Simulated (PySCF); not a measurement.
Input for PySCF: R-M06-2X/def2-TZVPPD on CH4 (SMILES C).

```python
from pyscf import gto, dft

mol = gto.M(
    atom='''
    C    -0.02306616    0.00422561   -0.17709725
    H    -0.03907513    0.12355951   -1.25930005
    H     0.86418262   -0.56111658    0.10647399
    H     0.00303375    0.98590100    0.29381095
    H    -0.92088547   -0.52784440    0.13624174
    ''',
    basis='def2-tzvppd',
    charge=0, spin=0, verbose=4, max_memory=1800)
mf = dft.RKS(mol, xc='m062x').density_fit(auxbasis='def2-universal-jkfit')
mf.grids.level = 4
mf.conv_tol = 1e-9
mf.max_cycle = 150
mf.kernel()
mf.dip_moment()
```

Program output:

```
PySCF version 2.14.0

[INPUT] verbose = 4
[INPUT] num. atoms = 5
[INPUT] num. electrons = 10
[INPUT] charge = 0
[INPUT] spin (= nelec alpha-beta = 2S) = 0
[INPUT] symmetry False subgroup None
[INPUT] Mole.unit = angstrom
[INPUT] Symbol           X                Y                Z      unit          X                Y                Z       unit  Magmom
[INPUT]  1 C     -0.023066160000   0.004225610000  -0.177097250000 AA   -0.043588725145   0.007985245609  -0.334665299914 Bohr   0.0
[INPUT]  2 H     -0.039075130000   0.123559510000  -1.259300050000 AA   -0.073841293982   0.233493633985  -2.379732203151 Bohr   0.0
[INPUT]  3 H      0.864182620000  -0.561116580000   0.106473990000 AA    1.633068473409  -1.060356660153   0.201206680490 Bohr   0.0
[INPUT]  4 H      0.003033750000   0.985901000000   0.293810950000 AA    0.005732956630   1.863082875935   0.555222227898 Bohr   0.0
[INPUT]  5 H     -0.920885470000  -0.527844400000   0.136241740000 AA   -1.740221330391  -0.997481352385   0.257459575334 Bohr   0.0

nuclear repulsion = 13.4439365513746
number of shells = 41
number of NR pGTOs = 128
number of NR cGTOs = 105
basis = def2-tzvppd
ecp = {}


******** <class 'pyscf.df.df_jk.DFRKS'> ********
method = DFRKS
initial guess = minao
damping factor = 0
level_shift factor = 0
DIIS = <class 'pyscf.scf.diis.CDIIS'>
diis_start_cycle = 1
diis_space = 8
diis_damp = 0
SCF conv_tol = 1e-09
SCF conv_tol_grad = None
SCF max_cycles = 150
direct_scf = False
XC library pyscf.dft.libxc version 7.1.2
    S. Lehtola, C. Steigemann, M. J. T. Oliveira, and M. A. L. Marques,  SoftwareX 7, 1–5 (2018)
XC functionals = m062x
    Y. Zhao and D. G. Truhlar,  Theor. Chem. Acc. 120, 215 (2008)
    Y. Zhao and D. G. Truhlar,  Theor. Chem. Acc. 120, 215 (2008)
radial grids:
    Treutler-Ahlrichs [JCP 102, 346 (1995); DOI:10.1063/1.469408] (M4) radial grids

becke partition: Becke, JCP 88, 2547 (1988); DOI:10.1063/1.454033
pruning grids: <function nwchem_prune>
grids dens level: 4
symmetrized grids: False
atomic radii adjust function: <function treutler_atomic_radii_adjust>
small_rho_cutoff = 0
Set gradient conv threshold to 3.16228e-05
Initial guess from minao.
tot grids = 91440
******** <class 'pyscf.df.df.DF'> ********
auxbasis = def2-universal-jkfit
init E= -40.3291291855721
  HOMO = -0.459018700162431  LUMO = 0.0070106791376503  gap/eV = 12.68131
cycle= 1 E= -40.4915306608905  delta_E= -0.162  |g|= 0.207  |ddm|= 1.18
  HOMO = -0.421662576396535  LUMO = 0.0276324526033598  gap/eV = 12.22594
cycle= 2 E= -40.4952930549505  delta_E= -0.00376  |g|= 0.166  |ddm|= 0.217
  HOMO = -0.457088401706245  LUMO = 0.0242282241532905  gap/eV = 13.09729
cycle= 3 E= -40.5019378560216  delta_E= -0.00664  |g|= 0.00945  |ddm|= 0.0846
  HOMO = -0.454773396670848  LUMO = 0.0244916648442981  gap/eV = 13.04147
cycle= 4 E= -40.5019607058659  delta_E= -2.28e-05  |g|= 0.000508  |ddm|= 0.0144
  HOMO = -0.454673110053858  LUMO = 0.0244994210125711  gap/eV = 13.03895
cycle= 5 E= -40.5019608094841  delta_E= -1.04e-07  |g|= 3.89e-05  |ddm|= 0.00193
  HOMO = -0.454677514825931  LUMO = 0.0244978423453013  gap/eV = 13.03903
cycle= 6 E= -40.5019608102717  delta_E= -7.88e-10  |g|= 6.86e-06  |ddm|= 0.000242
  HOMO = -0.454677826733093  LUMO = 0.0244975992236789  gap/eV = 13.03903
Extra cycle  E= -40.5019608102851  delta_E= -1.34e-11  |g|= 2.96e-06  |ddm|= 2.42e-05
converged SCF energy = -40.5019608102851
Dipole moment(X, Y, Z, Debye): -0.00012,  0.00157, -0.00487
```

Self-consistency was reached.

Cost: around 6 core-seconds (rough).
